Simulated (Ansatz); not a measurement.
Ansatz results at the PBE0-D4/def2-TZVP geometry: LUMO energy (B3LYP/def2-TZVPP) -0.90 eV; size of the dipole moment (PBE/def2-TZVPP) 1.98 D; size of the dipole moment (B3LYP/def2-TZVPP) 2.08 D.

Each molecule was computed in one conformer, which needn't be the lowest.

(1) Which molecule gave them?
A. `O[Si]1(Cl)CO1`
B. `C/C=C(\F)SC`
C. `C[SiH2][SnH2][SH]`
D. `COBB(F)Cl`

## Answers

(1) C. The others give `O[Si]1(Cl)CO1`: -0.37, 2.00, 2.10; `COBB(F)Cl`: -1.09, 2.68, 2.79; `C/C=C(\F)SC`: -0.22, 1.18, 1.22.

B3LYP here is the variant with VWN-RPA as its local correlation; programs differ in this.
